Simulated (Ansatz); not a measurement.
`N[SiH2]C=S` + `N[SiH](F)CO` → `N[SiH2]C[SiH](N)F` + `OC=S`  (formal exchange of groups at the Si–C bond)

Computed with Ansatz on PBE0-D4/def2-TZVP structures; ΔE is electronic, products minus reactants. CCSD(T)/CBS is the MP2 limit (def2-TZVPP, def2-QZVPP) plus CCSD(T) − MP2 in def2-TZVPP, frozen cores. This one scheme is used for every species. Functionals use def2-TZVPP. Each species was taken in one conformer, which may not be the lowest.

```tsv
level	ΔE (eV)
r2SCAN-D4	-1.29
CCSD/def2-TZVPP	-1.06
HF/def2-QZVPP	-0.97
CCSD/CBS(def2)	-1.03
```

**Question.** What does CCSD(T)/CBS give? (Best estimate.)

**Answer.** Computed: -1.07 eV. The listed levels differ from it by -0.22, 0.01, 0.10, 0.04 eV.

Largest T1 diagnostic among the species: 0.018.

In def2-TZVPP, CCSD(T) changes the Hartree–Fock value by −0.13 eV (the triples alone add −0.04 eV) and MP2 by −0.21 eV. The D4 term adds −0.05 eV with B3LYP and −0.03 eV with PBE0; it sums over pairs of atoms, weighted by their polarisabilities, and B3LYP, whose exchange is more repulsive, gets the larger term.

B3LYP here is the variant with VWN-RPA as its local correlation; programs differ in this.
